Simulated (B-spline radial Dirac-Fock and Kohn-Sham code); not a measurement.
**Binding energies of Cs at several levels of theory**

System: neutral cesium in the configuration [Xe] 5d1 (not the ground configuration).

The density-functional columns are spherical, spin-unpolarised Dirac-Kohn-Sham results without Breit or QED terms: −ε is minus the orbital energy of the initial state and ΔSCF the difference of two total energies. The reference in the last column comes from multi-electron Dirac-Fock with separately optimised hole states, Breit and Lamb-shift corrections added in first order. All numbers are from a radial B-spline solver, in eV; a selection of levels is shown. The Kohn-Sham columns are given as differences from the reference. For the 1s level of heavy atoms much of the gap between ΔSCF and the reference is the Breit and QED part, -131.1 eV here; for other levels the error of the functional can be larger.

```csv
level,LDA −ε − DF,LDA ΔSCF − DF,Dirac-Fock
K,-257.6,+119.1,35987.7
L1,-122.6,-55.9,5726.4
L2,-90.8,-7.0,5365.5
L3,-94.8,-17.2,5017.7
M1,-60.8,-39.3,1225.4
M2,-48.0,-25.6,1074.9
M3,-47.4,-25.9,1006.8
M4,-28.7,-4.4,745.0
M5,-29.1,-5.1,731.0
N1,-26.2,-17.3,245.7
N2,-19.7,-11.2,189.8
N3,-19.7,-11.5,176.0
N4,-7.5,0.0,83.17
N5,-7.6,-0.1,80.91
O1,-6.0,-2.2,32.98
O2,-2.7,+0.7,17.58
O3,-2.7,+0.6,15.91
"O4,5",-1.1,+0.5,1.76
```

Values without a named source are computed, but for edge energies of neutral atoms, which are taken from tables.
